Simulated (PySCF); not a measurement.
A PySCF script (with the pyscf-properties extension) for the NMR shieldings of `C[C@@H]1CCP1C1CC1`, C$_{7}$H$_{13}$P, on a GFN2-xTB geometry:

```python
import basis_set_exchange as bse
import numpy as np
from pyscf import gto, dft
from pyscf.prop import nmr

atoms = """
C    -1.467109   -1.411063   -0.873318
C    -1.423715   -0.618709    0.417383
C    -1.813925    0.866757    0.357610
C    -0.765951    1.365144    1.361734
P     0.250656   -0.208662    1.207239
C     1.205692    0.261405   -0.295484
C     2.689536    0.443164   -0.129103
C     2.166602   -0.747688   -0.858391
H    -0.851187   -0.945465   -1.639037
H    -2.490399   -1.468089   -1.243332
H    -1.101846   -2.423141   -0.709615
H    -2.019572   -1.131766    1.180429
H    -2.848695    1.078658    0.632471
H    -1.641592    1.276366   -0.637487
H    -1.170117    1.460354    2.369882
H    -0.247370    2.286844    1.101494
H     0.709693    0.922912   -0.998071
H     3.174870    1.225731   -0.693547
H     3.112174    0.288823    0.853058
H     2.289512   -0.795540   -1.930497
H     2.233823   -1.709091   -0.370239
"""
names = dict.fromkeys(["C", "P", "H"], "pcSseg-1")
basis = {el: gto.basis.parse(bse.get_basis(n, elements=[el], fmt="nwchem")) for el, n in names.items()}
mol = gto.M(atom=atoms, basis=basis, charge=0, verbose=0)
mf = dft.RKS(mol, xc="PBE0")
mf.grids.level = 2
mf.grids.alignment = dft.numint.BLKSIZE   # the property module wants whole blocks of grid points
mf.conv_tol = 1e-9
mf.kernel()

calc = nmr.RKS(mf)   # GIAO
C = mf.mo_coeff
Co = C[:, mf.mo_occ > 0]
resp = mf.gen_response(singlet=True, hermi=2)
def vind(x):   # induced exchange potential for any number of trial vectors
    d = np.einsum("pi,xij,qj->xpq", C, 2 * x.reshape(-1, C.shape[1], Co.shape[1]), Co, optimize=True)
    return np.einsum("xpq,pi,qj->xij", resp(d - d.transpose(0, 2, 1)), C, Co, optimize=True).ravel()
mo1, _ = nmr.rhf.solve_mo1(calc, with_cphf=vind)
sigma = calc.kernel(mo1)
for i, s in enumerate(sigma):   # ppm
    print("%2d %-2s %9.2f" % (i, mol.atom_pure_symbol(i), np.trace(s) / 3))
```

Problem. Give the expected output.

Solution. 
```
 0 C     167.13
 1 C     153.76
 2 C     152.14
 3 C     167.59
 4 P     290.05
 5 C     177.99
 6 C     181.87
 7 C     181.67
 8 H      30.28
 9 H      30.56
10 H      30.64
11 H      29.23
12 H      28.99
13 H      29.01
14 H      29.59
15 H      30.20
16 H      30.49
17 H      30.90
18 H      31.36
19 H      30.85
20 H      31.43
```

These numbers come from an equivalent density-fitted implementation of the same equations, which agrees with the script to about 0.01 ppm for H and up to a few tenths of a ppm for heavy atoms, so last digits may differ.

Size and cost of the density-fitted run: 208 basis functions, 39 s wall time on 1 thread of an Arm Neoverse V1, shared host; peak memory 1 GiB.
